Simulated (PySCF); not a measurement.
HKO, singlet, geometry from GFN2-xTB (such geometries of metal compounds can be far from the true shape); TPSS/def2-SVP (PySCF).

Input for PySCF:
```python
from pyscf import gto, scf, dft

mol = gto.M(
    atom='''
K    -0.515992   -0.253325   -0.435053
O     1.047786    0.444316    0.880931
H     1.421565    1.258641    1.218564
''',
    basis='def2-svp',
    charge=0,
    spin=0,
    verbose=4,
)

mf = dft.RKS(mol)
mf.xc = 'tpss'
mf.kernel()
mf.analyze()
```

It wrote (shortened):

```
PySCF version 2.14.0

[INPUT] verbose = 4
[INPUT] num. atoms = 3
[INPUT] num. electrons = 28
[INPUT] charge = 0
[INPUT] spin (= nelec alpha-beta = 2S) = 0
[INPUT] symmetry False subgroup None
[INPUT] Mole.unit = angstrom
[INPUT] Symbol           X                Y                Z      unit          X                Y                Z       unit  Magmom
[...]
nuclear repulsion = 45.0605955868362
number of shells = 19
number of NR pGTOs = 82
number of NR cGTOs = 43
basis = def2-svp
ecp = {}

******** <class 'pyscf.dft.rks.RKS'> ********
method = RKS
initial guess = minao
damping factor = 0
level_shift factor = 0
DIIS = <class 'pyscf.scf.diis.CDIIS'>
diis_start_cycle = 1
diis_space = 8
diis_damp = 0
SCF conv_tol = 1e-09
SCF conv_tol_grad = None
SCF max_cycles = 50
direct_scf = True
direct_scf_tol = 1e-13
XC library pyscf.dft.libxc version 7.1.2
    S. Lehtola, C. Steigemann, M. J. T. Oliveira, and M. A. L. Marques,  SoftwareX 7, 1–5 (2018)
XC functionals = tpss
    J. Tao, J. P. Perdew, V. N. Staroverov, and G. E. Scuseria,  Phys. Rev. Lett. 91, 146401 (2003)
    J. P. Perdew, J. Tao, V. N. Staroverov, and G. E. Scuseria,  J. Chem. Phys. 120, 6898 (2004)
    J. Tao, J. P. Perdew, V. N. Staroverov, and G. E. Scuseria,  Phys. Rev. Lett. 91, 146401 (2003)
    J. P. Perdew, J. Tao, V. N. Staroverov, and G. E. Scuseria,  J. Chem. Phys. 120, 6898 (2004)
radial grids:
    Treutler-Ahlrichs [JCP 102, 346 (1995); DOI:10.1063/1.469408] (M4) radial grids

becke partition: Becke, JCP 88, 2547 (1988); DOI:10.1063/1.454033
pruning grids: <function nwchem_prune>
grids dens level: 3
symmetrized grids: False
atomic radii adjust function: <function treutler_atomic_radii_adjust>
small_rho_cutoff = 0
Set gradient conv threshold to 3.16228e-05
Initial guess from minao.
tot grids = 43936
init E= -675.510179846611
[...]
cycle= 1 E= -675.37698579961  delta_E= 0.133  |g|=  1.1  |ddm|= 1.65

WARN: HOMO 0.0293174558565252 == LUMO 0.0299077753060374

cycle= 2 E= -668.836507174821  delta_E= 6.54  |g|= 3.44  |ddm|= 7.09
[...]
cycle= 3 E= -675.608213888115  delta_E= -6.77  |g|= 0.241  |ddm|= 6.93
[...]
cycle= 4 E= -675.631719671359  delta_E= -0.0235  |g|= 0.0999  |ddm|= 0.741
[...]
cycle= 5 E= -675.63484009  delta_E= -0.00312  |g|= 0.0121  |ddm|= 0.163
[...]
cycle= 6 E= -675.634868181663  delta_E= -2.81e-05  |g|= 0.0032  |ddm|= 0.0132
[...]
cycle= 7 E= -675.634870270887  delta_E= -2.09e-06  |g|= 0.000563  |ddm|= 0.00328
[...]
cycle= 8 E= -675.63487034899  delta_E= -7.81e-08  |g|= 0.00013  |ddm|= 0.000893
[...]
cycle= 9 E= -675.63487035361  delta_E= -4.62e-09  |g|= 6.25e-06  |ddm|= 0.000206
[...]
cycle= 10 E= -675.634870353622  delta_E= -1.1e-11  |g|= 1.4e-06  |ddm|= 1.03e-05
[...]
Extra cycle  E= -675.634870353617  delta_E= 4.09e-12  |g|= 3.57e-06  |ddm|= 6.54e-06
converged SCF energy = -675.634870353617
**** SCF Summaries ****
Total Energy =                        -675.634870353617430
Nuclear Repulsion Energy =              45.060595586836250
One-electron Energy =                -1020.384922375875590
Two-electron Energy =                  299.689456435421960
Two-electron Coulomb Energy =          342.249388469366068
DFT Exchange-Correlation Energy =      -42.559932033944129
HOMO-LUMO gap [eV] =                     1.707106757218369
**** MO energy ****
[...]
 ** Mulliken pop on meta-lowdin orthogonal AOs  **
 ** Mulliken pop  **
 ** Mulliken atomic charges  **
charge of    0K =      0.76254
charge of    1O =     -1.01753
charge of    2H =      0.25498
Dipole moment(X, Y, Z, Debye): -4.58879, -1.41590, -3.83901
```
